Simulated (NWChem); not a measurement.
System: CH₄CdO; SMILES [CH3][Cd][OH]

Here is an NWChem input.

```
start job
memory heap 200 mb stack 900 mb global 1100 mb
geometry units angstroms noautoz
  Cd    -0.592215     0.125846     0.001196
  C     -0.682192    -1.960848     0.002402
  H     -0.189172    -2.363801    -0.894020
  H     -1.728428    -2.299965     0.009492
  H     -0.177675    -2.363294     0.892663
  O     -0.619185     2.097790     0.000045
  H      0.260794     2.489204    -0.000159
end
basis spherical
  Cd library def2-svp
  C library def2-svp
  H library def2-svp
  O library def2-svp
end
ecp
  Cd library def2-ecp
end
dft
  xc xpbe96 cpbe96
  iterations 150
  mulliken
end
task dft energy
```

Coordinates come from a PBE0/def2-SVP optimisation. def2 effective core potentials on Cd; no spin-orbit coupling.

Problem. Give the results of this calculation. (PBE/def2-SVP with def2 effective core potentials on Cd.) Quantities: energy (Ha); highest occupied level (eV); orbital gap (eV); dipole (D).

Solution. 
```json
{
 "energy (Ha)": "-283.23",
 "highest occupied level (eV)": "-5.70",
 "orbital gap (eV)": "4.57",
 "dipole (D)": "1.80"
}
```
